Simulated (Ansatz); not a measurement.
C$_{5}$H$_{9}$B, SMILES `CBC#CCC`. Charge 0, multiplicity 1.

```xyz
15

C     1.714    2.383    0.844
B     0.426    2.223   -0.019
C    -0.226    0.893   -0.281
C    -0.754   -0.179   -0.494
C    -1.368   -1.469   -0.735
C    -0.633   -2.634   -0.078
H     2.474    2.943    0.285
H     2.149    1.451    1.205
H     1.482    3.020    1.708
H    -0.083    3.200   -0.495
H    -1.432   -1.622   -1.819
H    -2.406   -1.427   -0.384
H    -0.593   -2.504    1.005
H    -1.141   -3.576   -0.294
H     0.391   -2.702   -0.447
```

(1) Give the diagnostics of a CCSD(T)/def2-TZVPP run (frozen core, Ansatz). (An estimate is asked.)

Answers

(1) The calculation gave: T1 = 0.0115, largest single amplitude 0.016, largest double 0.047, (T) share of the correlation energy 4.3 %, 9 CCSD cycles. The RHF solution is stable towards an unrestricted one. T1 lies under the customary mark of 0.02 for closed shells.
